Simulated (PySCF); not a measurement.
## Spinor energies of Mn⁺ (manganese, charge +1)

Start: [Ar] 3d4 4s2; 3d5/2 filled at m_j = -1/2, +1/2, +3/2, +5/2. Calculated with PySCF 2.14 in x2c-SVPall-2c with one added diffuse shell each of s, d type (6s5p4d1f, 48 functions): generalised Hartree-Fock with the X2C-1e Hamiltonian and a Gaussian nucleus; one run each with spin-orbit coupling (SO) switched off, then screened by Boettger's factors. This is a chosen level, not necessarily the ground level.

```json
{"spinor shell": "1s1/2", "electrons": "2", "ε, spin-free (eV)": "-6614.6", "ε, screened SO (eV)": "-6614.6", "weight of nominal j (screened SO)": "1.000", "rms radius, screened SO (bohr)": "0.0704"}
{"spinor shell": "2s1/2", "electrons": "2", "ε, spin-free (eV)": "-821.90", "ε, screened SO (eV)": "-821.90", "weight of nominal j (screened SO)": "1.000", "rms radius, screened SO (bohr)": "0.302"}
{"spinor shell": "2p1/2", "electrons": "2", "ε, spin-free (eV)": "-695.75", "ε, screened SO (eV)": "-702.93", "weight of nominal j (screened SO)": "0.985", "rms radius, screened SO (bohr)": "0.271"}
{"spinor shell": "2p3/2", "electrons": "4", "ε, spin-free (eV)": "-695.75", "ε, screened SO (eV)": "-692.23", "weight of nominal j (screened SO)": "0.992", "rms radius, screened SO (bohr)": "0.274"}
{"spinor shell": "3s1/2", "electrons": "2", "ε, spin-free (eV)": "-122.15", "ε, screened SO (eV)": "-122.16", "weight of nominal j (screened SO)": "1.000", "rms radius, screened SO (bohr)": "0.912"}
{"spinor shell": "3p1/2", "electrons": "2", "ε, spin-free (eV)": "-83.764", "ε, screened SO (eV)": "-83.226", "weight of nominal j (screened SO)": "0.663", "rms radius, screened SO (bohr)": "0.977"}
{"spinor shell": "3d5/2", "electrons": "4", "ε, spin-free (eV)": "-32.967", "ε, screened SO (eV)": "-32.959", "weight of nominal j (screened SO)": "0.690", "rms radius, screened SO (bohr)": "1.16"}
{"spinor shell": "4s1/2", "electrons": "2", "ε, spin-free (eV)": "-15.765", "ε, screened SO (eV)": "-15.766", "weight of nominal j (screened SO)": "0.998", "rms radius, screened SO (bohr)": "3.05"}
```

**Question.** Where does 3p3/2 lie, and what is the 3p spin-orbit splitting (screened SO)?

**Answer.** At -84.048 eV, -0.823 eV above 3p1/2.

```tsv
quantity	spin-free	screened SO
E (hartree)	-1156.70868	-1156.71740
M_J	4	4
⟨J²⟩	20.031	20.030
⟨L²⟩	6.029	6.033
⟨S²⟩	6.002	6.000
```

Each row is a mean over spinors that exchange with the open shell spreads, by up to 14.200 eV (3p3/2).

Rows whose weight is well below 1 are mixtures of j = l ± 1/2: exchange outweighs spin-orbit coupling there, and the label is only the starting occupation.

Without spin-orbit coupling the j labels of p, d and f shells carry no meaning; the spin-free column gives the mean over the occupied spinors of each nl shell.
